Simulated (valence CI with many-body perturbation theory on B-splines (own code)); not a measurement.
# Forbidden lines of Er53+

Computed by valence CI with perturbative core correlation (CI+MBPT): five valence electrons over a frozen Dirac-Fock core [Ne], radial functions for each j: 11 s, 11 p, 10 d, 8 f, 5 g, 2 h, with the one-electron correlation potential Σ1, the two-electron term Σ2, the three-electron term Σ3, Breit, model QED; selected CI, second order for the rest, scaled by the run's own slope (own B-spline code, finite nucleus).

The last digits are not significant, and no measured levels were compared; by estimate large intervals hold to a few tenths of a per cent, small ones and those within an open d or f shell to about a per cent. Among the levels kept, up to 3000 cm⁻¹ of a level comes from second order outside the variational space, and about a tenth of that is noise between levels of different J, which matters for small intervals.

Lines 1 to 16 of 16 in falling wavelength, among levels below 1033.8 eV, chosen from the decays that carry over 1 % of a level's rate. Wavelengths and rates use the calculated energies. Electric multipoles are in the length gauge, E1 and E2 with the static RPA response of the core. Weak lines are less certain than strong ones. Lines between different terms over intervals too small for the method are left out, as are lines whose strength nearly cancels.

Levels are named by their leading jj configuration (3d3/2^4 stands for four electrons in 3d with j = 3/2), which in mixed levels can hold well under half, so a name can repeat and another be missing. Letters in brackets count levels of one name in rising energy.

| λ vac (nm) | Upper | Lower | Type | A (s⁻¹) | Branch % |
| --- | --- | --- | --- | --- | --- |
| 22.31 | (3s^2 3p1/2 3p3/2 3d5/2) J=9/2 | (3s^2 3p1/2 3p3/2 3d3/2) J=7/2 | M1 | 1.02e+06 | 60.8 |
| 5.965 | (3s^2 3p3/2^2 3d5/2) J=9/2 | (3s^2 3p1/2 3p3/2 3d5/2) J=7/2 [b] | M1 | 3.12e+07 | 17.8 |
| 5.841 | (3s^2 3p1/2 3p3/2 3d5/2) J=7/2 [a] | (3s^2 3p1/2^2 3d5/2) J=5/2 | M1 | 6.43e+07 | 8.5 |
| 5.536 | (3s^2 3p1/2 3p3/2 3d5/2) J=9/2 | (3s^2 3p1/2^2 3d5/2) J=5/2 | E2 | 6.42e+05 | 38.4 |
| 5.514 | (3s^2 3p1/2 3p3/2^2) J=3/2 | (3s^2 3p1/2^2 3p3/2) J=3/2 | M1 | 1.12e+08 | 99.7 |
| 5.473 | (3s^2 3p3/2^3) J=3/2 | (3s^2 3p1/2 3p3/2^2) J=1/2 | M1 | 2.81e+07 | 9.1 |
| 5.459 | (3s^2 3p3/2^2 3d5/2) J=5/2 [a] | (3s^2 3p1/2 3p3/2 3d5/2) J=3/2 [b] | M1 | 4.33e+07 | 2.9 |
| 5.395 | (3s^2 3p3/2^2 3d5/2) J=9/2 | (3s^2 3p1/2 3p3/2 3d5/2) J=9/2 | M1 | 4.88e+07 | 27.9 |
| 5.262 | (3s^2 3p1/2 3p3/2^2) J=5/2 | (3s^2 3p1/2^2 3p3/2) J=3/2 | M1 | 1.94e+07 | 87.3 |
| 5.262 | (3s^2 3p1/2 3p3/2^2) J=5/2 | (3s^2 3p1/2^2 3p3/2) J=3/2 | E2 | 1.52e+06 | 6.8 |
| 5.161 | (3s^2 3p3/2^3) J=3/2 | (3s^2 3p1/2 3p3/2^2) J=5/2 | M1 | 3.28e+07 | 10.7 |
| 5.134 | (3s^2 3p3/2^2 3d5/2) J=9/2 | (3s^2 3p1/2 3p3/2 3d5/2) J=7/2 [a] | M1 | 4.02e+07 | 23.0 |
| 4.972 | (3s^2 3p1/2 3p3/2^2) J=1/2 | (3s^2 3p1/2^2 3p3/2) J=3/2 | M1 | 6.82e+07 | 97.9 |
| 4.972 | (3s^2 3p1/2 3p3/2^2) J=1/2 | (3s^2 3p1/2^2 3p3/2) J=3/2 | E2 | 1.44e+06 | 2.1 |
| 4.939 | (3s^2 3p3/2^3) J=3/2 | (3s^2 3p1/2 3p3/2^2) J=3/2 | M1 | 1.36e+08 | 44.3 |
| 4.617 | (3s^2 3p3/2^2 3d5/2) J=5/2 [a] | (3s^2 3p1/2 3p3/2 3d5/2) J=7/2 [a] | M1 | 7.74e+07 | 5.2 |
